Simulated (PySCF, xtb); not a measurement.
GeCl₂, SMILES [Ge]([Cl])[Cl] (connectivity only; charge and spin as stated), neutral, multiplicity 1.

Harmonic wavenumbers (cm⁻¹) from GFN2-xTB (xtb) at its own minimum, in rising order: 148, 321, 365.

### Question
What does PySCF with PBE0-D3(BJ)/def2-TZVP give at its own minimum? (The exact figures need the calculation; the answer reports its results.)

### Answer
158, 388, 409. Paired by order, the mean absolute difference is 40 cm⁻¹ and the zero-point energies are 1.2 and 1.4 kcal/mol.
